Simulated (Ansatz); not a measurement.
H8N2Si2, SMILES [SiH]([SiH3])(N)N.

Coordinates come from a ωB97X-D3(BJ)/def2-SVP optimisation. One conformer was computed; it need not be the lowest.

Two levels are set side by side: PBE/def2-SVPD (Ansatz, a quantum-chemistry and plane-wave program) and CAM-B3LYP/def2-SVPD (Ansatz). Energy differences of separate SCF runs at the same geometry; the states with an electron removed or added have multiplicity 2 and 2. Differences are taken from unrounded values.

```json
[
 {"quantity": "vertical ionisation energy (eV)", "PBE": "8.43"},
 {"quantity": "vertical singlet–triplet gap (eV)", "PBE": "4.93"}
]
```

### Question
These are the PBE values. What does CAM-B3LYP give? (An estimate is asked for; the answer gives what the named calculation found.)

### Answer

| quantity | CAM-B3LYP | PBE minus CAM-B3LYP |
|---|---|---|
| vertical ionisation energy (eV) | 9.01 | -0.58 |
| vertical singlet–triplet gap (eV) | 5.71 | -0.78 |
